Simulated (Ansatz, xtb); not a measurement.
# H4SeSi2: 5 structures ranked

5 gas-phase structures of H4SeSi2, found in a search over its isomers (lower ones may exist). Each was relaxed with GFN2-xTB; where two conformers were screened, the lower at r2SCAN-D4/def2-SVP is listed:

A. `[SiH][SiH2][SeH]`, a singlet
B. `[SiH3][SiH]=[Se]`, a singlet
C. a singlet given by its coordinates
D. a singlet given by its coordinates
E. `[SiH2]1[SiH2][Se]1`, a singlet

C (Å):

```xyz
7

Se    1.5050   -2.8061   -0.5902
Si    2.7710   -3.1195    1.3152
Si    0.5083   -0.8169   -0.1079
H     3.2954   -4.4212    0.8270
H    -0.7906   -1.0891    0.4999
H     1.3820   -0.1117    0.8256
H     0.3649   -0.1241   -1.3805
```

Close contacts (Å): Se1–Si2 2.31, Se1–Si3 2.28, Si2–H4 1.49, Si3–H5 1.46, Si3–H6 1.46, Si3–H7 1.46.

D (Å):

```xyz
7

Se   -1.6092   -0.4896   -1.2184
Si    0.2825   -2.6774    1.0874
Si   -0.5475   -2.5714   -1.0878
H     1.7473   -2.7285    0.9801
H     0.0041   -1.6778    2.1318
H    -0.1486   -3.9623    1.6546
H    -1.4772    0.0621    0.0994
```

Close contacts (Å): Se1–Si3 2.34, Si2–Si3 2.33, Se1–H7 1.43, Si2–H4 1.47, Si2–H5 1.47, Si2–H6 1.47.

Question: Make a reasoned guess at their ranking by r2SCAN-D4/def2-SVP single-point energy.

Answer: Calculated order at r2SCAN-D4/def2-SVP: E (0.000), B (0.588), C (0.828), D (1.415), A (2.088) eV.

Energies above the lowest of each column, in eV; the last columns are at B3LYP/6-31G* geometries and were run for some of them only (a dash: not run or not comparable):

```tsv
structure	GFN2-xTB	HF/STO-3G	r2SCAN-D4/def2-SVP	B3LYP/6-31G*	CCSD(T)/def2-TZVP
E	0.559	0.000	0.000	0.000	0.000
B	0.000	0.544	0.588	0.409	0.550
C	0.369	0.073	0.828	0.546	0.699
D	1.443	1.026	1.415	–	–
A	1.605	1.965	2.088	–	–
```

CCSD(T)/def2-TZVP puts E lowest of those it was run on; GFN2-xTB picks B. Some further structures that were screened fall inside this span and aren't listed. Flexible structures stand in one conformer each, not always the lowest. Frequencies (B3LYP/6-31G*) were run for B, C, E alone.

Over these structures GFN2-xTB departs from r2SCAN-D4/def2-SVP by 0.385 eV on average once a common shift is removed. A GFN2-xTB relaxation took about 0.97 s and the r2SCAN-D4/def2-SVP energy about 6 s on a shared host (Ansatz 0.2.0, xtb 6.7.1 (Pople sets with spherical d functions)).
